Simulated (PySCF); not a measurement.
PySCF 2.14 output of an unrestricted BHandHLYP calculation on a single atom or ion in def2-QZVPPD, with the non-relativistic Hamiltonian (point nucleus):

```
SCF conv_tol = 1e-09
number electrons alpha = 8  beta = 6
    A. D. Becke.,  J. Chem. Phys. 98, 1372 (1993)
    Defined through Gaussian implementation.
cycle= 1 E= -242.381327320525  delta_E= -0.00453  |g|= 0.0128  |ddm|= 0.123
cycle= 2 E= -242.381509704138  delta_E= -0.000182  |g|= 0.00487  |ddm|= 0.0321
cycle= 3 E= -242.381529404685  delta_E= -1.97e-05  |g|= 0.00195  |ddm|= 0.00712
cycle= 4 E= -242.38153280589  delta_E= -3.4e-06  |g|= 0.000353  |ddm|= 0.00281
cycle= 5 E= -242.381533101866  delta_E= -2.96e-07  |g|= 5.84e-05  |ddm|= 0.0011
cycle= 6 E= -242.381533112065  delta_E= -1.02e-08  |g|= 1.47e-05  |ddm|= 0.000316
cycle= 7 E= -242.381533112857  delta_E= -7.92e-10  |g|= 9.95e-07  |ddm|= 0.00012
converged SCF energy = -242.381533112857  <S^2> = 2.0061685  2S+1 = 3.0041095
```

The run itself started from symmetry-adapted Hartree-Fock orbitals and held the occupation by maximum overlap, on a logarithmic radial grid, so the iterations belong to that start.

Q: Which element, charge and spin multiplicity is this?

A: Al⁻ (aluminium, charge -1), multiplicity 3; the state was [Ne] 3s2 3p2, high-spin 3P determinant.

At BHandHLYP the highest occupied level has a positive energy, so only the finite basis holds that electron; in a semilocal or global hybrid functional this comes from self-interaction and does not mean that the real anion is unbound.
